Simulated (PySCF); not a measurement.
## Sr: electron affinity

Sr⁻ [Kr] 4d1 5s2 (2D) → Sr [Kr] 5s2 (1S), as a difference of total energies. All numbers are calculated (PySCF 2.14, scalar relativity by spin-free X2C-1e, in aug-cc-pwCVTZ-X2C with one added diffuse shell each of s, p, d, f type (11s10p8d4f, 109 functions)). Correlated levels: valence and next inner shell: [Ar] 3d10 frozen. The calculations carry no spin-orbit coupling.

```tsv
method	electron affinity (eV)
UHF	-0.397
MP2 (valence and next inner shell)	-0.385
SCS-MP2 (valence and next inner shell)	-0.388
CCSD (valence and next inner shell)	-0.382
CCSD(T) (valence and next inner shell)	-0.378
```

The configuration of this anion was assumed by filling the next shell in order. It is not the known or likely ground configuration (Ca⁻, Sr⁻ and Ba⁻, for instance, bind a p electron), so these values are not the electron affinity of the element.

A negative affinity means that the anion lies above the atom at that level of theory.
